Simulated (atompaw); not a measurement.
chromium (Cr): one change to a PAW (atompaw) potential, before and after

- Element: chromium (Cr)
- Generator: atompaw 4.2.0.5
- Type: PAW
- Functional: PBE
- Relativity: scalar-relativistic
- Frozen core: [Ne]
- Valence charge: 14
- Reference configuration: 3s2 3p6 3d5 4s1 4p0
- Partial waves: 3s (bound): rc 1.00 bohr; 4s (bound): rc 1.55 bohr; 3p (bound): rc 1.30 bohr; 4p (bound, empty): rc 1.60 bohr; 3d (bound): rc 1.00 bohr; 3d channel at 0.65 Ry: rc 1.60 bohr
- Local potential: ultrasoft scheme with l = 3 at 0 Ry, radius 1.45 bohr
- Core correction: smooth core density matched at 1.35 bohr
- Augmentation charge: sinc compensation charge, radius 1.30 bohr; PAW radius 1.60 bohr; waves and projectors: custom rrkj gramschmidtortho

All-electron outer shells of the reference configuration (PBE, scalar-relativistic, ld1.x):

```csv
shell,level (eV),outermost node (bohr),outermost maximum (bohr)
2s,-667.15,0.09,0.24
2p,-560.70,–,0.20
3s,-73.99,0.36,0.78
3p,-45.44,0.33,0.80
4s,-4.01,1.12,2.74
3d,-2.91,–,0.84
4p,-0.99,1.25,3.94
```

Change: local potential bessel scheme, radius 1.45 bohr.

Cutoffs: the cutoffs (Ry, on a coarse ladder) from which the occupation-weighted sum of valence levels, in a spherical-Bessel basis at the reference potential, stays within 10 and 1 mRy of its value at 400 Ry; they do not see the model core or the augmentation charge, which bear on the density cutoff.

What does the change do?

The potential gets neither clearly harder nor softer (100 Ry and 180 Ry → 100 Ry and 180 Ry); the range in which the p phases agree widens (upper end 3.5 → at the end of the scan); neither file shows a bound ghost.

```tsv
quantity	base	changed
cutoff, loose	100 Ry	100 Ry
cutoff, tight	180 Ry	180 Ry
bound ghosts	none	none
s: phases at 1.61 bohr within 0.05 rad from the reference energy up to (Ry; the scan ends near 5)	to the end of the scan	to the end of the scan
p: phases at 1.61 bohr within 0.05 rad from the reference energy up to (Ry; the scan ends near 5)	3.5	to the end of the scan
d: phases at 1.61 bohr within 0.05 rad from the reference energy up to (Ry; the scan ends near 5)	4.4	to the end of the scan
lowest overlap eigenvalue by channel	s 0.10, p 0.09, d 0.14	s 0.08, p 0.13, d 0.11
```

 The cutoffs see the waves, projectors and local potential, not the compensation charge or the core.
